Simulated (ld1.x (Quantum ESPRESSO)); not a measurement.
Pseudopotential generation for fluorine: RRKJ, PBEsol, fully relativistic.

| Item | Value |
| --- | --- |
| Element | F (Z = 9) |
| Generator | ld1.x (Quantum ESPRESSO) 7.5 |
| Type | norm-conserving RRKJ (Kleinman–Bylander form) |
| Functional | PBEsol |
| Relativity | fully relativistic |
| Frozen core | [He] |
| Valence charge | 7 |
| Reference configuration | 2s2 2p4.75 (charge +0.25) |
| Partial waves | 2p (bound): rc 1.35 bohr; 3d channel at 0.5 Ry: rc 1.15 bohr; 2s (bound): rc 0.60 bohr |
| Local potential | the s channel |
| Core correction | none |

Open shells are filled in proportion to 2j + 1 (rel_dist='average').

All-electron outer shells of the reference configuration (PBEsol, scalar-relativistic, ld1.x):

| shell | level (eV) | outermost node (bohr) | outermost maximum (bohr) |
| --- | --- | --- | --- |
| 1s | -665.80 | – | 0.11 |
| 2s | -33.75 | 0.24 | 0.76 |
| 2p | -14.98 | – | 0.70 |

Results:

```json
{"Cutoffs needed": "180 Ry and 260 Ry (the cutoffs (Ry, on a coarse ladder) from which the occupation-weighted sum of valence levels, in a spherical-Bessel basis at the reference potential, stays within 10 and 1 mRy of its value at 400 Ry)", "Ghost test": "no extra level below or beside the all-electron valence levels (p1/2, p3/2, d3/2, d5/2, s, f tested) (spherical-Bessel basis up to 400 Ry, 20 bohr box)", "Largest excitation error": "+2460 meV (all-electron minus pseudo) for 2s2 2p1, out of 7 test configurations"}
```

Generation and tests took about 1.7 s on one core of a shared server CPU.
